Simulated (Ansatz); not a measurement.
The first iterations of a band of AlH3O + FGeH3 (10 atoms, charge 0, multiplicity 1).

These are results of RKS BHLYP-D4/def2-SVP in Ansatz, not measurements.

```json
{
 "movable images": "9",
 "climbing image": "yes",
 "spring": "5.0 eV/Å²",
 "optimiser": "quadratic models (default)",
 "start path": "through a guess of the saddle point",
 "force threshold": "0.05 eV/Å",
 "iteration limit": "39",
 "end points": "relaxed"
}
```

Image 0:

```xyz
10
Properties=species:S:1:pos:R:3
Ge 0.539 0.379 -0.139
F 0.261 -0.572 1.309
H 2.028 0.722 -0.065
H -0.332 1.621 -0.033
H 0.227 -0.515 -1.329
O -2.238 -0.700 0.423
Al -3.869 -1.134 0.318
H -4.526 -2.043 1.421
H -4.648 -0.578 -0.924
H -1.580 -0.920 1.082
```

Image 10:

```xyz
10
Properties=species:S:1:pos:R:3
Ge -0.222 0.076 -0.534
F -0.574 0.170 2.573
H 0.943 -0.791 -0.069
H -0.012 1.553 -0.219
H -0.509 -0.138 -2.025
O -1.677 -0.458 0.356
Al -3.215 -1.152 0.100
H -3.638 -1.491 -1.376
H -4.097 -1.397 1.371
H -1.139 -0.111 1.886
```

| iteration | highest image above the first end (eV) | largest band force component (eV/Å) |
| --- | --- | --- |
| 1 | 3.405 | 11.582 |
| 2 | 1.741 | 4.670 |
| 3 | 1.411 | 6.030 |
| 4 | 1.337 | 1.516 |
| 5 | 1.243 | 0.910 |
| 6 | 1.284 | 1.280 |
| 7 | 1.267 | 0.492 |
| 8 | 1.307 | 0.441 |
| 9 | 1.279 | 0.433 |
| 10 | 1.209 | 0.568 |
| 11 | 1.170 | 0.350 |
| 12 | 1.138 | 0.330 |
| 13 | 1.106 | 0.322 |

Question: Does the band converge within its limit, and where does its top end?

Answer: It did not converge within its limit. It ended after 39 iterations with the highest image 1.010 eV above the first end. The band didn't meet its force threshold, so its energies are provisional: the largest band force was still 0.07 eV/Å, and over the last iterations the top stayed at 1.01 eV. The orbitals stay closed-shell, which can raise the energy where a bond breaks towards radicals; this wasn't checked here.

Run time: 14 min on 2 threads of Arm Neoverse V2 (shared host), peak memory 0.27 GiB.
